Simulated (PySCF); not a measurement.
# Working out the ionisation energy of Bi⁺

Bi⁺ [Xe] 4f14 5d10 6s2 6p2 (3P) → Bi²⁺ [Xe] 4f14 5d10 6s2 6p1 (2P). Calculation: PySCF 2.14, in aug-cc-pwCVDZ-PP with ECP60MDF; scalar relativity through the core potential. Frozen: 5s2 5p6 5d10. Energies in hartree (1 hartree = 27.21139 eV):

| part | Bi⁺ (lower) | Bi²⁺ (upper) |
| --- | --- | --- |
| UHF | -213.289222 | -212.727000 |
| CCSD correlation | -0.043782 | -0.034936 |
| (T) | -0.000497 | -0.000251 |

Task: What does Hartree-Fock give?

Result: (-212.727000) − (-213.289222) = 0.562222 hartree = 15.299 eV.

Task: What do CCSD and CCSD(T) give?

Result: The CCSD correlation energies differ by 0.008846 hartree = 0.241 eV and the triples by 0.000246 hartree = 0.007 eV, so CCSD gives 15.540 eV and CCSD(T) 15.547 eV.

Reference: 16.703 eV (measured; NIST Atomic Spectra Database, ionization energies), between the lowest levels; spin-orbit coupling is absent from the calculation.

A double-zeta basis recovers only part of the correlation energy.

What remains against the reference includes basis incompleteness, the frozen core and higher excitations.
